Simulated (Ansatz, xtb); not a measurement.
**Two isomers of C5H7BO**

Structure a is `B[C@@H]1OC[C@H]1C#C`, a singlet and structure b is `B[C@@H]1OC[C@@H]1C#C`, a singlet. Both are isolated molecules in the gas phase, relaxed with B3LYP/def2-SVP; the shapes shown needn't be the lowest conformers.

a (Å):

```xyz
14

C     0.2387   -0.8026    1.1717
C     0.4969    0.4897   -0.4251
C    -0.6917    0.3121    0.5576
C    -2.0021   -0.0520    0.0526
C    -3.0932   -0.3635   -0.3742
B     0.4128   -0.8665    2.7163
O     1.3480   -0.3343    0.3720
H     1.4869   -0.7189    3.2412
H    -0.5675   -1.0844    3.3866
H    -0.1125   -1.8011    0.8215
H     0.8843    1.5159   -0.5411
H     0.2973    0.0576   -1.4239
H    -0.7810    1.1804    1.2315
H    -4.0604   -0.6379   -0.7515
```

b (Å):

```xyz
14

C    -1.2498   -1.6535    0.1975
C    -1.3395   -1.4140    2.2621
C    -0.5768   -0.6146    1.1687
C    -0.9071    0.7944    1.0112
C    -1.1911    1.9665    0.8872
B    -2.1236   -1.1683   -1.0004
O    -1.9034   -2.3116    1.3064
H    -1.6004   -0.4860   -1.8466
H    -3.2680   -1.5216   -1.1280
H    -0.4767   -2.3201   -0.2545
H    -0.6885   -1.9230    2.9961
H    -2.1053   -0.8305    2.8021
H     0.5162   -0.7327    1.2304
H    -1.4416    3.0046    0.7747
```

Quicker runs give these differences E(b) − E(a): GFN2-xTB +0.030 eV; HF/STO-3G +0.003 eV (at GFN2-xTB geometries); r2SCAN-D4/def2-SVP +0.013 eV (at GFN2-xTB geometries).

Q: Estimate E(b) − E(a) at the level CCSD(T)/def2-SVP + ΔMP2/def2-TZVPP.

A: Too close to call at this level: CCSD(T)/def2-SVP + ΔMP2/def2-TZVPP gives E(b) − E(a) = +0.033 eV.

How the difference moves with the method:

| level | geometry | E(b) − E(a) (eV) | departure from the last row (eV) | job, with rough time for the two |
| --- | --- | --- | --- | --- |
| GFN2-xTB | GFN2-xTB | +0.030 | −0.003 | optimisation, 0.19 s |
| HF/STO-3G | GFN2-xTB | +0.003 | −0.030 | single point, 0.4 s |
| r2SCAN-D4/def2-SVP | GFN2-xTB | +0.013 | −0.020 | single point, 2.7 s |
| B3LYP/def2-SVP | B3LYP/def2-SVP | +0.031 | −0.002 | optimisation, 56 s |
| HF/def2-SVP | B3LYP/def2-SVP | +0.023 | −0.010 | part of the CCSD(T) run |
| MP2/def2-SVP | B3LYP/def2-SVP | +0.039 | +0.006 | part of the CCSD(T) run |
| CCSD(T)/def2-SVP | B3LYP/def2-SVP | +0.034 | +0.001 | single point |
| CCSD(T)/def2-SVP + ΔMP2/def2-TZVPP | B3LYP/def2-SVP | +0.033 |  | single point, 35 s |

As drawn, both hold the same kinds of bond in the same numbers.

The largest departure from CCSD(T)/def2-SVP + ΔMP2/def2-TZVPP is that of HF/STO-3G, 0.030 eV. The last row adds to CCSD(T) the change of the MP2 difference between the two basis sets, here −0.001 eV.

With thermal terms from frequencies at re-optimised GFN2-xTB minima (ideal gas, soft modes damped towards free rotors, one conformer each, 298.15 K, 1 atm): on the last row, ΔE + ΔZPE = +0.032, ΔH = +0.031, ΔG = +0.035 eV.

The correlated steps freeze 7 core orbitals. Codes used: Ansatz 0.2.0, xtb 6.7.1; the last row on 2 threads of Intel(R) Xeon(R) 6975P-C (Granite Rapids) on a shared host.
